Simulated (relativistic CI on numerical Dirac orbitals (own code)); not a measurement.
## Mn⁶⁺: resonant inelastic scattering at the M2,3 edge

Computed with this model: Dirac-Coulomb-Breit CI, KLI orbitals optimised for each configuration, a model potential for QED, Kramers-Heisenberg scattering through one core-hole configuration in a parametric crystal field, unscaled Slater integrals; configurations [Ar] 3d → [Ne] 3s2 3p5 3d2; 300 K; core-hole width 0.48 eV; summed over polarisations. Incident energies are the highest absorption maxima for each field (at most a few, so the weaker spin-orbit partner edge can be absent), on the computed scale of the free ion. Intensities are in per cent of the strongest line above 0.02 eV; levels within 1 cm⁻¹ are merged; final levels count from the ground level, the first row holds all elastic scattering, lines under 0.4 are left out and each table stops after 24 rows. The scale of the Slater integrals is a model choice and moves the terms in proportion.

Field parameters in Wybourne normalisation: Oh B⁴₀ = 21Dq, B⁴₄ = √(5/14) B⁴₀. The field is a parameter set, without covalency.

S is read from ⟨S²⟩ = S(S + 1).

Oh, 10Dq = 5900 cm⁻¹:

```csv
Final level (eV),Degeneracy,Irrep,S,64.1 eV,71.5 eV,72 eV
0.000,4,Γ8,0.50,130.4,211.5,84.0
0.105,2,Γ7,0.50,4.2,96.9,19.6
0.780,4,Γ8,0.50,46.2,23.2,100.0
```

Oh, 10Dq = 13250 cm⁻¹:

```
Final level (eV)  Degeneracy  Irrep     S  64.5 eV  65 eV  71.5 eV
           0.000           4     Γ8  0.50    140.7   61.1    246.7
           0.100           2     Γ7  0.50      5.8   20.7    100.0
           1.682           4     Γ8  0.50     49.0   43.9     12.6
```

For the first field the strongest loss at the lowest incident energy is the level at 0.78 eV (S = 0.50, against 0.50 in the thermal ground state).
